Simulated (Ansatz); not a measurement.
Abridged output of a molecular run in Ansatz:

```
Functional definition: HF
1067 factors; integrals over basis functions are off by at most 1.5e-3 eV
mean field evaluation 1: about -9809.3278 eV, gradient 3.6e1 eV
mean field evaluation 2: about -9809.3307 eV, gradient 3.6e1 eV
mean field evaluation 4: about -9812.7536 eV, gradient 2.6e0 eV
mean field evaluation 8: about -9812.7824 eV, gradient 3.4e-4 eV
mean field -9812.78244175 eV, -360.6131033914 hartree, gradient 9.9e-7 eV, S^2 0.000000; 0 other end points of the search recorded, 0 dependent functions left out
8 core orbitals not correlated: weight in the atoms' cores, before any rotation towards them, 1.000 or more for the frozen orbitals, at most 0.000 for the correlated occupied ones
reference -9812.78244175 eV, -360.6131033914 hartree; 12, 12 occupied and 85, 85 virtual orbitals, 1067 factors
second order -13.76514036 eV of doubles, -0.00000000 eV of singles
cycle   1  -14.90678554 eV  change    -1.1e0 eV  update   7.5e-2
cycle   2  -15.30421367 eV  change   -4.0e-1 eV  update   2.3e-2
cycle   3  -15.34998304 eV  change   -4.6e-2 eV  update   6.9e-3
cycle   4  -15.35031725 eV  change   -3.3e-4 eV  update   1.9e-3
cycle   5  -15.34995846 eV  change    3.6e-4 eV  update   5.4e-4
cycle   6  -15.34987658 eV  change    8.2e-5 eV  update   1.6e-4
cycle   7  -15.34988721 eV  change   -1.1e-5 eV  update   4.1e-5
cycle   8  -15.34989064 eV  change   -3.4e-6 eV  update   1.4e-5
perturbative correction -0.41350277 eV, -0.0151959465 hartree
Total energy: -9828.54583516 eV, -361.1923974145 hartree
```

Its atoms:

Z-matrix (Å, degrees):
```
C
Al 1 1.959
H 1 1.094 2 112.6
H 1 1.097 2 109.9 3 -118.5
H 1 1.094 2 112.7 3 122.8
C 2 1.959 1 119.9 3 31.3
C 2 1.959 1 120.0 3 -152.1
H 6 1.097 2 109.9 1 86.5
H 6 1.094 2 112.6 1 -32.0
H 6 1.094 2 112.8 1 -154.8
H 7 1.097 2 109.9 1 -88.7
H 7 1.094 2 112.7 1 152.8
H 7 1.094 2 112.7 1 30.0
```

Q: Which basis set was used?
A. cc-pV(Q+d)Z
B. def2-SVP
C. cc-pV(T+d)Z
D. def2-TZVPP

A: B. It gives 105 functions.

Q: Write the keys of the input that set method, charge and spin (a neutral closed shell needs none for the last two).

A: 
```yaml
correlation: {method: ccsd_t}
```
